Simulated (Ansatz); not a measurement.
Reaction: HI (iodane, SMILES I) → HI+ (parent SMILES I, doublet) + e-
Each species at its own B3LYP-D3(BJ)/def2-TZVP minimum (Ansatz, an electronic-structure program).

Total energies in hartree (Ansatz). UHF or UKS for unpaired electrons; spin-orbit terms are left out. Cores are frozen in correlated methods (noble-gas shells, and filled d and f shells in the p block). Past Kr the def2 sets carry scalar-relativistic core potentials. Spin-orbit terms, left out, reach several kcal/mol for Br and I, and more for heavier atoms. The spin of HI+ (parent SMILES I, doublet) was assumed, and the state is the lowest solution found for it.

```csv
species,HF/def2-TZVPP,CCSD(T)/def2-TZVPP,HF/def2-QZVPP,CCSD(T)/def2-QZVPP,CCSDT(Q)/def2-QZVPP
1: HI (SMILES I),-297.24250,-297.41767,-297.24396,-297.43943,-297.44032
"2: HI+ (parent SMILES I, doublet)",-296.88932,-297.03425,-296.89110,-297.05095,-297.05180
```

Question: Work out the adiabatic ionisation energy (electronic) in eV: take Hartree-Fock from def2-QZVPP, extrapolate the CCSD(T) correlation energy as X^-3 (X = 3, 4), and add CCSDT(Q) - CCSD(T) in def2-QZVPP. 1 hartree = 27.211 eV.

Answer: 
Species 1: correlation (64·(-0.19547) - 27·(-0.17517))/37 = -0.21028; step -0.00089; E1 = -297.24396 + (-0.21028) + (-0.00089) = -297.45513
Species 2: correlation (64·(-0.15985) - 27·(-0.14493))/37 = -0.17074; step -0.00085; E2 = -296.89110 + (-0.17074) + (-0.00085) = -297.06269
-1·E1 +1·E2 = 0.39244 hartree = 10.68 eV.
